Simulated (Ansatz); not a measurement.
Reaction (ligand exchange at a Zn–C bond): `C[S][Zn][CH](C)C` + CH₃SH → `C[S][Zn][S]C` + propane

Program: Ansatz. Geometries: PBE0-D4/def2-TZVP. ΔE: electronic, gas phase. CCSD(T)/CBS is the MP2 limit (def2-TZVPP, def2-QZVPP) plus CCSD(T) − MP2 in def2-TZVPP, frozen cores. This one scheme is used for every species. Functionals use def2-TZVPP. For Zn outer-core shells are correlated without core-valence functions, which leaves a few kJ/mol of doubt a bond. Scalar relativity is left out up to krypton. Each species was taken in one conformer, which may not be the lowest.

CCSD(T)/CBS gives -1.27 eV.

Task: Another level gave -1.26 eV. Which?
A. LDA (SPW92)/def2-TZVPP
B. PBE/def2-TZVPP
C. HF/def2-TZVPP
D. LC-ωPBE/def2-TZVPP

Result: D. LC-ωPBE -1.26, PBE -1.22, HF/def2-TZVPP -1.49, LDA (SPW92) -1.16 eV.

Largest T1 diagnostic among the species: 0.013.

From PBE to PBE0 (25 % exact exchange), in def2-TZVPP and without D4, ΔE moves by −0.06 eV. At CCSD(T), def2-SVP lies +0.12 eV from the extrapolated value and def2-TZVPP +0.08 eV.
